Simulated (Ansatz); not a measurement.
`[F][Sn]([F])([F])[SeH]` + H₂S → `[F][Sn]([F])([F])[SH]` + H₂Se  (ligand exchange at the Sn–Se bond)

Computed with Ansatz on PBE0-D4/def2-TZVP structures; ΔE is electronic, products minus reactants. CCSD(T)/CBS adds triple-zeta CCSD(T) − MP2 to the extrapolated MP2 energy (def2 sets, frozen cores). This one scheme is used for every species. Functionals use def2-TZVPP. def2 core potentials past Kr. For Se, Sn outer-core shells are correlated without core-valence functions, which leaves a few kJ/mol of doubt a bond. Scalar relativity is left out up to krypton. Each species was taken in one conformer, which may not be the lowest.

```json
{"level": "r2SCAN0-D4", "ΔE (kJ/mol)": "20.5"}
{"level": "BLYP", "ΔE (kJ/mol)": "21.0"}
{"level": "CCSD/def2-SVP", "ΔE (kJ/mol)": "18.5"}
{"level": "CCSD/CBS(def2)", "ΔE (kJ/mol)": "22.4"}
```

**Question.** What does CCSD(T)/CBS give? (Best estimate.)

**Answer.** Computed: +21.9 kJ/mol. The listed levels differ from it by -1.4, -0.9, -3.4, 0.5 kJ/mol.

Largest T1 diagnostic among the species: 0.015.

At CCSD(T), def2-SVP lies −3.6 kJ/mol from the extrapolated value and def2-TZVPP −3.6 kJ/mol. Leaving LDA and LC-ωPBE aside and taking each functional with its dispersion term where it has one, the values, not all of them listed here, spread over 7.4 kJ/mol, from B97M-V to BHLYP-D4.
